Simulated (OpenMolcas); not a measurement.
**Sm2+: the spin-orbit constant, worked from levels**

```yaml
Program: OpenMolcas
Basis: ANO-R2 [8s6p5d3f1g]
Scalar_Hamiltonian: X2C, finite nucleus
Active_space: 6 electrons in 7 orbitals (4f)
State_averaging: 2S+1 = 7 even, 7 roots; 2S+1 = 5 even, 140 roots (105 in the spin-orbit step); 2S+1 = 3 even, 259 roots kept (CI in the orbitals of an earlier block, 141 in the spin-orbit step); 2S+1 = 1 even, 197 roots kept (CI in the orbitals of an earlier block, 47 in the spin-orbit step)
Spin-orbit_coupling: RASSI with atomic mean-field integrals over the reference wave functions, term energies averaged over their components
```

Methods: CASSCF; MS-CASPT2, IPEA 0.25 Eh, imaginary shift 0.1 Eh (closed shells correlated: 5s 5p). Measured levels: Martin, Zalubas and Hagan, Atomic Energy Levels: The Rare-Earth Elements, NSRDS-NBS 60 (1978).

**The spin-orbit constant.** For the Hund term ⁷F of f6, E(J) = (A/2) J(J+1) + constant and ζ = 2S·A = 6A. From J = 0 to J = 6 the energy changes by 21 A.

```json
{"Source": "CASSCF", "E(6) - E(0)": "4299.4", "A": "204.7", "ζ": "1228"}
{"Source": "MS-CASPT2", "E(6) - E(0)": "4461.4", "A": "212.4", "ζ": "1275"}
{"Source": "measured", "E(6) - E(0)": "4027.0", "A": "191.8", "ζ": "1151"}
```

All in cm-1. MS-CASPT2 is off by +10.8 % and CASSCF by +6.8 %. Both methods take the spin-orbit matrix elements from the reference wave functions, so the second can move ζ only through the term energies and any multistate remixing. Second-order mixing with other terms is absorbed into this ζ.

CASPT2 does not keep the components of a term degenerate, so their means are used; among the terms shown or strongly mixed into the levels shown the widest spread is 590 cm-1 (4f⁶ ⁷F, MS-CASPT2). High states are left out of the spin-orbit mixing, which shifts the levels that they would mix with. Without dynamic correlation excited terms often stand tens of per cent too high (terms of higher spin than the ground term too low), and those without a measured partner can miss by more than the paired ones (holds for CASSCF). Blocks of more than 70 roots (2S+1 = 5 even, 3 even) ran without multistate coupling (holds for MS-CASPT2). Measured partners are found by configuration, term and J. A level has none where our copy of the source lacks it or the pairing is in doubt (some pairs that miss far off the trend of their configuration count as doubtful), and it then counts in no deviation. Only configurations of the active space appear.
